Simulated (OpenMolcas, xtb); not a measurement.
SiCNCl2F (SMILES N#C[Si](F)(Cl)Cl): the energy, rung by rung

The species is SiCNCl2F (6 atoms), meant as a singlet with charge 0. As SMILES, `N#C[Si](F)(Cl)Cl`. Geometry: relaxed at PBE0-D4/def2-TZVP.

```
atom    x (Å)    y (Å)    z (Å)
   N   1.7526  -1.3610   1.1142
   C   0.9231  -0.7633   0.5859
  Si  -0.3819   0.2103  -0.2494
   F  -1.4715  -0.8019  -0.7588
  Cl   0.4229   1.1771  -1.8125
  Cl  -1.2031   1.4747   1.0743
```

Each level gives the energy change with the Si3–Cl5 bond stretched from 2.006 to 3.611 Å (eV). The values are calculated.

```csv
level,kind,program,value (eV),CPU time (all runs)
GFN1-xTB,semi-empirical,xtb,4.51,under 2 s
HF/cc-pVDZ (restricted),Hartree–Fock,OpenMolcas,5.19,35 s
SVWN5/cc-pVDZ (restricted),LDA,OpenMolcas,4.19,2 min
BLYP/cc-pVDZ (restricted),GGA,OpenMolcas,3.52,2.9 min
M06-L/cc-pVDZ (restricted),meta-GGA,OpenMolcas,4.17,3.9 min
B3LYP/cc-pVDZ (restricted),global hybrid,OpenMolcas,4.06,2.1 min
B2PLYP/cc-pVDZ (restricted),double hybrid,OpenMolcas,4.24,1.8 min
MP2/cc-pVDZ (restricted),perturbation theory,OpenMolcas,4.58,32 s
```

The first shape isn't each level's own minimum. The values span 3.52 to 5.19 eV. CPU times are rough (shared hosts, several kinds of processor and program).
